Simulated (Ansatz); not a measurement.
Sn, charge +1, doublet (all electrons, no relativity). Base run: R2SCAN/STO-3G (Ansatz, an electronic-structure program).

Ansatz was given this input:
Ansatz 0.2 input:
```yaml
crystal:
  periodic: [false, false, false]
  atoms:
    - {symbol: Sn, position_ang: [0.00000000, 0.00000000, 0.00000000]}
basis:
  gaussian:
    orbitals: STO-3G
hamiltonian:
  xc: r2scan
total_charge: 1
magnetization: {spin_polarized: true, initial_magnetization: 1}
```

Variants of this job, named by their change:

```json
[
 {"change": "base", "ΔE vs base (mEh)": "0.000"},
 {"change": "point_charge = charge:1.0 position_ang:1.5238, -2.1195, 1.4784", "ΔE vs base (mEh)": "151.9"},
 {"change": "final_grid = 4, 8, 17", "ΔE vs base (mEh)": "4.249"},
 {"change": "nuclear_model = gaussian", "ΔE vs base (mEh)": "48.033"},
 {"change": "final_grid = 14, 28, 59", "ΔE vs base (mEh)": "-0.078"},
 {"change": "lower_state_search = off", "ΔE vs base (mEh)": "0.000"},
 {"change": "final_grid = 10, 20, 41", "ΔE vs base (mEh)": "-0.745"},
 {"change": "lower_state_search = light", "ΔE vs base (mEh)": "0.000"},
 {"change": "final_grid = 6, 12, 29", "ΔE vs base (mEh)": "-3.573"},
 {"change": "forces = on", "ΔE vs base (mEh)": "0.000"}
]
```
